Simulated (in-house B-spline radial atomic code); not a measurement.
Values are calculated unless marked as measured or tabulated.
Stopping and range of 2 keV Co in Si

The pair potential comes from two frozen, spherical free-atom densities (PBE, B-spline radial code, scalar-relativistic past argon): electrostatics plus the change in Thomas-Fermi kinetic and Dirac exchange energy where they overlap, the recipe behind the universal ZBL potential, which averages such potentials (from solid-state densities) over many pairs. It is written V = (Z1 Z2 e²/r) φ(r/a), with e² = 14.3996 eV·Å and a = 0.46850 Å/(Z1^0.23 + Z2^0.23); ZBL's fit is φ = 0.18175 e^(−3.1998x) + 0.50986 e^(−0.94229x) + 0.28022 e^(−0.4029x) + 0.02817 e^(−0.20162x). Where φ falls below 4e-4 it is continued as an exponential.

The target is taken as amorphous, with density 2.329 g/cm³ (NSM archive of the Ioffe Institute); channelling is ignored. Masses: Co 58.93, Si 28.09 u. Nuclear stopping is S_n = 4π a Z1 Z2 e² M1/(M1 + M2) × s_n(ε), with s_n integrated over impact parameters for each pair. Electronic stopping is Lindhard and Scharff's S_e = Z1^(1/6) 8π e² a0 Z1 Z2/(Z1^(2/3) + Z2^(2/3))^(3/2) × v/v0, with a0 = 0.529177 Å and v = v0 at 24.801 keV/u; it misses the oscillations with Z1 seen in experiment, which reach tens of per cent. Compounds add by atom fraction.

```csv
target atom,a (Å),ε at this energy,"s_n, this pair","s_n, ZBL potential"
Si,0.11804,0.014,0.1956,0.186
```

Question: What are the atom density and the stopping powers at entry?

Answer: N = 2.329 × 0.602214/28.09 = 0.04993 atoms/Å³. For Si: S_n = 5468 × 0.1956 = 1070 eV·Å², S_e = 1.8200 × √2000 = 81.39 eV·Å². Averaged over the target's atoms and times N × 10 Å/nm, the ion loses N S_n = 534 eV/nm to recoils and N S_e = 40.6 eV/nm to electrons; the nuclear share is 93 %.

Along the track:

```json
{"E (keV)": "0.1", "N S_n (eV/nm)": "130", "N S_e (eV/nm)": "9.09"}
{"E (keV)": "0.3", "N S_n (eV/nm)": "228", "N S_e (eV/nm)": "15.7"}
{"E (keV)": "0.6", "N S_n (eV/nm)": "317", "N S_e (eV/nm)": "22.3"}
{"E (keV)": "1", "N S_n (eV/nm)": "400", "N S_e (eV/nm)": "28.7"}
{"E (keV)": "1.5", "N S_n (eV/nm)": "476", "N S_e (eV/nm)": "35.2"}
{"E (keV)": "2", "N S_n (eV/nm)": "534", "N S_e (eV/nm)": "40.6"}
```

Question: Estimate the path length and the projected range.

Answer: With continuous slowing down the path is the integral of dE/(N (S_n + S_e)). Trapezoids over the table give 5.24 nm, and the stretch below the first row, with stopping taken as √E, adds 2E/(N S) = 1.4 nm: 6.68 nm in all, against 6.35 nm on a fine grid from 5 eV, a cut that itself drops some per cent of so short a path. Deflections shorten the depth: to first order in the energy passed on, N (S_n + S_e) dR_p/dE = 1 − N S_n (M2/M1) R_p/(2E), summed over the target's atoms, and integrating this on the fine grid gives R_p = 4.53 nm, 0.71 of the path. Lindhard's rule of thumb R/(1 + M2/3M1), with mean M2/M1 = 0.48, gives 5.48 nm. On the ZBL potential the same equation gives 4.67 nm, and the full integral equation, which keeps hard collisions, 4.71 nm.
